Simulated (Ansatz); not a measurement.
One change: `[SiH3]/N=C\N[SiH3]` becomes `C/N=C/N[SiH3]`.

Ansatz, PBE0-D4/def2-TZVP geometries, multiplicity 1. Each molecule was computed in one conformer, which needn't be the lowest.

```csv
property,`[SiH3]/N=C\N[SiH3]`
LUMO energy (B3LYP/def2-TZVPP) / eV,-0.42
size of the dipole moment (B3LYP/def2-TZVPP) / D,3.13
HOMO energy (PBE0/def2-TZVPP) / eV,-6.90
HOMO–LUMO gap (PBE0/def2-TZVPP) / eV,6.70
LUMO energy (PBE/def2-TZVPP) / eV,-1.22
HOMO energy (B3LYP/def2-TZVPP) / eV,-6.68
```

(1) Give the same properties after the change, and the shifts. (Estimate.)

Results:

(1) Ansatz gave: 
```csv
property,`C/N=C/N[SiH3]`,shift
LUMO energy (B3LYP/def2-TZVPP) / eV,0.25,0.67
size of the dipole moment (B3LYP/def2-TZVPP) / D,2.24,-0.89
HOMO energy (PBE0/def2-TZVPP) / eV,-6.78,0.12
HOMO–LUMO gap (PBE0/def2-TZVPP) / eV,7.28,0.58
LUMO energy (PBE/def2-TZVPP) / eV,-0.55,0.67
HOMO energy (B3LYP/def2-TZVPP) / eV,-6.57,0.11
```

With PBE0 the HOMO rises by 0.12 eV and the LUMO rises by 0.70 eV, so the gap widens by about 0.58 eV. PBE moves the HOMO by -0.01 eV and ωB97M-V by 0.19 eV. Dipoles are sizes alone; their direction can turn.

Positive LUMOs are unbound, so they and the gaps depend on the basis.

B3LYP here is the variant with VWN-RPA as its local correlation; programs differ in this.
